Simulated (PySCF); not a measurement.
# OsSe₂⁺: fields on a plane

Method: UB3LYP/[Os def2-SVP with ECP60, Se def2-SVP], scalar-relativistic core potentials, density fitting, no spin–orbit coupling, PySCF.

The doublet minimum has Os–Se 2.188 Å (×2); Se–Os–Se 111.2°.

The plane holds Os1 at (0.00, 0.00), Se2 at (2.19, 0.00), Se3 at (-0.79, 2.04) Å. Columns run from x = -2.85 to 4.35 Å, rows from y = 4.35 (top) to -1.95 Å, in steps of 0.3 Å. Other isomers or separated fragments may lie lower. Core electrons replaced by a potential are absent, the electrostatic potential uses the reduced nuclear charge, and values within about 0.7 Å of such atoms have no physical meaning.

Q: Give the electron localisation function (set to 0 where the density is under 0.005 e/Å³). Lower edges of the bins: '_' 0.000, '.' 0.091, ':' 0.181, '-' 0.272, '=' 0.362, '+' 0.453, '*' 0.543, '#' 0.634, '%' 0.724, '@' 0.815; top 0.91, each point printed twice.

A: 
```
__________________________________________________
________..::::------::____________________________
______..::==++****++==--__________________________
____..--++%%@@@@@@%%**==--________________________
__..::++%%@@@@@@@@@@%%**--..______________________
__..==##@@%%****##@@@@##==..______________________
..::**%%##==::--..++%%%%==..______________________
..--**%%**..%%**##::####==..______________________
::==##%%**::%%##%%..**##--..______..::--::________
::==##%%##::==##----##**--......--==++++==--::____
::==**%%%%**--::==****==--::--==**%%%%%%##++--____
::==++##%%%%##**++++==--::==**####%%@@@@@@##++::__
__--==++****++--==****==--==##**----**@@@@@@**--__
__..--------::==%%%%@@%%==++**::--++::++@@@@##--..
____........::##@@____@@**++++::%%::##::%%@@##--..
__________..--##@@____%%**==++::%%::##::%%@@##--..
____________::++%%@@@@%%====##::--++::==%%%%++::__
____________..--++####++::==%%##==--++##%%##--..__
______________..::----::::==##%%%%%%%%%%##==::____
________________..........==**%%%%%%##**==::..____
________________________..--++******++--::..______
__________________________::--====----::..________
```

Q: Give the spin density (e/Å³) (cut at ±0.5 e/Å³). Lower edges of the bins (e/Å³): '0' -0.316, '1' -0.251, '2' -0.187, '3' -0.122, '4' -0.057, '5' 0.008, '6' 0.072, '7' 0.137, '8' 0.202, '9' 0.266; top 0.33.

A: 
```
4444444444444444444444444
4444444444444444444444444
4444444444444444444444444
4444444444444444444444444
4444444444444444444444444
4444444444444444444444444
4444444444444444444444444
4444444544444444444444444
4444444444444444444444444
4444444444444444444444444
4444444444444444444444444
4444444444444444444444444
4444444555334444444444444
4444445686004444444444444
4444445695434444444444444
4444444454596544434444444
4444444312786544444444444
4444444433555444444444444
4444444444444444444444444
4444444444444444444444444
4444444444444444444444444
4444444444444444444444444
```

Open d and f shells are described by one determinant, and the ground state may have another occupation or spin. With an element this heavy the missing spin–orbit coupling can shift these numbers.
